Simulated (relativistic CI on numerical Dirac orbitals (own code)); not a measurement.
Method of calculation: Dirac-Coulomb-Breit CI, orbitals from a KLI potential per configuration, QED by a radiative potential, unscaled Slater integrals (own radial code, finite nucleus).

The strongest absorption lines from the ground level of an ion, among the configurations computed and to levels below about 6170 eV (vacuum wavelength in nm, gf): 0.22958 (0.94), 0.22982 (0.96), 0.22985 (0.71), 0.23051 (0.36), 0.23057 (1.6), 0.23106 (0.38), 0.24582 (2.1), 1.9140 (0.35).

(1) Which ion is it?
A. Cs LI
B. Cs XLVII
C. Eu LVII
D. Cs XLIX

Answers

(1) D. Cs XLIX has 7 electrons and the ground level 2s²2p³ ²P°3/2; the strongest line goes to 2s²2p²3d ²D5/2. The pattern of lines fixes the number of electrons, and along that sequence the line energies rise steadily with the charge (about as its square where n changes within one kind of shell, about linearly where n is kept but much faster in heavy ions where fine structure, which grows about as Z⁴, sets the gap, and irregularly where shells cross), which fixes Z. Configurations outside the model, such as inner-shell arrays, can give stronger lines. At this charge energies of transitions that change n are usually good to better than 1 %, and those within a shell (Δn = 0) to a few per cent.

LS names give the leading component of a level, which can be under half, so a name can repeat, a term be missing and a line seem to break the LS rules.
